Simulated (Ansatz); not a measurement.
Mo5Se9, relaxed as a singlet with RKS PBE-D4/def2-SVP in Ansatz, starting from the GFN1-xTB geometry. Force threshold 0.03 eV/Å.

In the def2 sets Mo takes a core potential; there is no spin–orbit coupling. Single mean-field runs in def2-SVP are fitted with def2-universal-jkfit. The restricted singlet is unstable towards broken spin symmetry in Hartree–Fock (as tested in another run); at PBE-D4/def2-SVP this wasn't settled. Another isomer (singlet) lies 0.17 eV lower at PBE-D4/def2-SVP; other spin states weren't run for this one.

Start:

```xyz
14

Mo   -0.6684   -1.9986   -0.3417
Mo   -0.9939    0.0904    1.1942
Mo   -0.7031    1.0196   -1.2928
Mo   -2.4975    1.9577    0.3459
Mo    1.6782   -0.0472    0.2474
Se    2.3960   -0.6612    2.5217
Se   -1.3509   -1.0476   -2.4888
Se   -0.1154    2.5460   -2.8577
Se    2.2809   -2.0686   -1.0193
Se   -2.4335   -2.2758    1.1321
Se    0.9023   -3.8103   -0.4055
Se    0.9284    1.1233    2.5688
Se   -2.7485    4.0462    1.1600
Se    3.3254    1.1261   -0.7644
```

| step | energy (eV) | largest force component (eV/Å) | SCF passes |
| --- | --- | --- | --- |
| 1 | -597286.8747 | 2.359 | 93 |
| 2 | -597287.9333 | 1.559 | 61 |
| 3 | -597288.9209 | 1.953 | 56 |
| 4 | -597289.5422 | 0.930 | 49 |
| 5 | -597289.9585 | 0.754 | 44 |
| 6 | -597290.3030 | 0.543 | 47 |
| 7 | -597290.6098 | 0.510 | 47 |
| 8 | -597291.0141 | 0.449 | 45 |
| 9 | -597291.3232 | 0.605 | 38 |
| 10 | -597291.7020 | 0.514 | 45 |
| 11 | -597292.2978 | 0.731 | 44 |
| 12 | -597293.0503 | 0.780 | 42 |
| 13 | -597293.4177 | 0.634 | 36 |
| 14 | -597293.5847 | 0.402 | 35 |
| 15 | -597293.6902 | 0.359 | 37 |
| 16 | -597293.7982 | 0.298 | 37 |
| 17 | -597293.9037 | 0.267 | 38 |
| 18 | -597293.9787 | 0.280 | 39 |
| 19 | -597294.0113 | 0.374 | 39 |
| 20 | -597294.0279 | 0.161 | 32 |
| 21 | -597294.0366 | 0.080 | 31 |
| 22 | -597294.0388 | 0.063 | 30 |
| 23 | -597294.0399 | 0.033 | 30 |
| 24 | -597294.0404 | 0.041 | 29 |
| 25 | -597294.0409 | 0.016 | 25 |

Force components are those of the run's own axes.

End:

```xyz
14

Mo   -0.403   -1.435   -0.479
Mo   -0.548    0.530    1.300
Mo    0.217    1.175   -1.515
Mo   -2.066    0.708   -0.613
Mo    1.746   -0.102    0.233
Se    1.142   -0.930    2.638
Se   -0.917   -0.593   -2.773
Se   -1.241    3.029   -1.749
Se    1.999   -2.467   -0.736
Se   -2.388   -1.208    1.053
Se    0.305   -3.567    0.598
Se    1.711    1.417    2.329
Se   -2.245    2.297    1.382
Se    2.688    1.145   -1.668
```

Bonds formed: Mo2–Se6, Mo2–Se13, Mo3–Se14, Mo4–Se7, Mo4–Se8, Mo4–Se10 (atoms count from 1). Metal–metal contacts that move far: Mo1–Mo4 4.41 to 2.72 Å.

No frequencies were taken in this run, so the end may be a saddle point.

Run time 2.3 min (2 threads of AMD EPYC 7R13 on a shared host and a share (18 GiB) of an NVIDIA H100 80GB HBM3), peak host memory 1.1 GiB.
